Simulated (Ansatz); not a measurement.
```xyz
16

Si   -1.0678    2.7153   -1.4631
O    -0.5611    1.2841   -0.8873
Al    0.0004   -0.0084    0.0062
O     0.1761   -1.5050   -0.7107
Si    0.2241   -2.7855   -1.7082
O     0.3866    0.1949    1.6165
Si    0.8445    0.0726    3.1695
H    -0.3432    3.0355   -2.7209
H    -0.8146    3.7977   -0.4747
H    -2.5262    2.6551   -1.7455
H     1.5949   -3.3603   -1.7212
H    -0.7324   -3.8225   -1.2396
H    -0.1419   -2.3862   -3.0937
H     1.8218    1.1455    3.4911
H     1.4798   -1.2477    3.4265
H    -0.3410    0.2150    4.0552
```

The species carries charge 0 and has multiplicity 1.

(1) List the PBE/def2-TZVPP orbital energies in eV (Ansatz 0.2.0). (Best estimate.)

## Answers

(1) Ansatz gave: Occupied: -1780.01, -1780.01, -1780.00, -1507.24, -510.19, -510.19, -510.19, -137.67, -137.67, -137.67, -107.50, -94.44, -94.44, -94.44, -94.38, -94.38, -94.38, -94.38, -94.38, -94.38, -69.60, -69.40, -69.40, -24.51, -24.16, -24.16, -14.17, -13.49, -13.49, -11.20, -10.58, -10.58, -9.68, -9.46, -9.46, -9.35, -9.35, -9.08, -7.73, -7.57, -7.57, -7.43, -7.43, -7.17. Lowest empty: -1.85, -0.39, -0.30, -0.30, 0.54, 0.90, 0.92, 0.94.
